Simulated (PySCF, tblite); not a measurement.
A database entry of computed molecular properties. Lists by class give the value and the number of equivalent atoms.

```json
{
 "formula": "C6H6O4Si",
 "smiles": "C=C[Si]1(C=C)OC(=O)C(=O)O1",
 "charge": 0,
 "multiplicity": 1,
 "geometry_level": "GFN2-xTB",
 "atoms_angstrom": [
  ["C", -1.794, 1.971, 0.026],
  ["C", -0.563, 1.632, 0.383],
  ["Si", 0.226, -0.024, -0.003],
  ["C", -0.812, -1.571, -0.211],
  ["C", -2.042, -1.711, 0.262],
  ["O", 1.264, 0.114, -1.309],
  ["C", 2.548, -0.023, -0.985],
  ["O", 3.452, 0.057, -1.756],
  ["C", 2.676, -0.298, 0.526],
  ["O", 3.694, -0.481, 1.116],
  ["O", 1.468, -0.3, 1.085],
  ["H", -2.43, 1.298, -0.525],
  ["H", -2.213, 2.936, 0.261],
  ["H", 0.03, 2.353, 0.937],
  ["H", -0.371, -2.402, -0.754],
  ["H", -2.608, -2.619, 0.127],
  ["H", -2.532, -0.923, 0.809]
 ],
 "electronic_structure_code": "PySCF",
 "results": {
  "GFN2-xTB geometry": {
   "rotational_constants_GHz": [1.637, 0.672, 0.628]
  },
  "PBE0/pcSseg-1 ground state and GIAO shieldings, non-relativistic": {
   "dipole_D": 7.32,
   "homo_eV": -8.18,
   "lumo_eV": -1.88,
   "shift_vs_computed_TMS_C_by_class_ppm": [
    [157.8, 2],
    [152.5, 2],
    [136.3, 2]
   ],
   "shift_vs_computed_TMS_H_by_class_ppm": [
    [6.91, 2],
    [6.52, 2],
    [6.39, 2]
   ],
   "shielding_other_nuclei_by_class_ppm": [
    ["O", -133.1, 2],
    ["O", 118.7, 2],
    ["Si", 365.9, 1]
   ],
   "charges_hirshfeld_e_by_atom": [-0.06, -0.14, 0.51, -0.14, -0.06, -0.2, 0.19, -0.23, 0.19, -0.23, -0.2, 0.05, 0.06, 0.06, 0.06, 0.06, 0.05]
  },
  "GFN2-xTB harmonic vibrations, gas phase": {
   "strongest_ir_bands_cm-1_km_per_mol_modes": [
    [802.4, 145.4, 1],
    [828.4, 246.5, 1],
    [908.2, 158.8, 1],
    [1208.1, 708.4, 1],
    [1794.1, 162.2, 1],
    [1842.7, 912.3, 1]
   ],
   "zpe_kcal_per_mol": 69.4
  }
 }
}
```

The zero-point energy, half the sum of the 45 harmonic wavenumbers, equals 24270 cm⁻¹ or 290 kJ/mol. The rotational constants make it an asymmetric top with κ = (2B − A − C)/(A − C) = -0.91, nearer the prolate limit (−1). The dipole equals about 24.4 × 10⁻³⁰ C·m (1 D = 3.33564 × 10⁻³⁰ C·m). With B = h/(8π²I), that is 505.379 GHz u Å² over I, the principal moments of inertia are 308.6, 752.2 and 804.6 u Å² (most abundant isotopes).

Conformer computed: `[CH2:1]=[CH:2][Si:3]1([CH:4]=[CH2:5])[O:6][C:7](=[O:8])[C:9](=[O:10])[O:11]1`: C1–C2–Si3–C4 -28°, C2–Si3–C4–C5 -21°.

One conformer stands for the species.
